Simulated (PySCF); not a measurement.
Stationary points of GeCl₂⁺

Method: PySCF, PBE0, basis Ge def2-TZVP, Cl def2-TZVP (no relativity, density fitting).

Relaxations began from a few typed shapes; open shells are unrestricted. The search is not exhaustive: other isomers or separated fragments can lie lower, and high-lying points may rest on an excited occupation.

```csv
spin,group,bonds,angles,imaginary modes (cm⁻¹),ΔE (kJ/mol),ΔE with ZPE (kJ/mol)
doublet,C2v,Ge–Cl 2.075 Å (×2),Cl–Ge–Cl 120.7°,none,0.0,0.0
doublet,D∞h,Ge–Cl 2.139 Å (×2),Cl–Ge–Cl 180.0°,"175i, 175i",73.1,–
```

The lowest minimum found is the doublet C2v: Ge–Cl 2.075 Å (×2); Cl–Ge–Cl 120.7°.
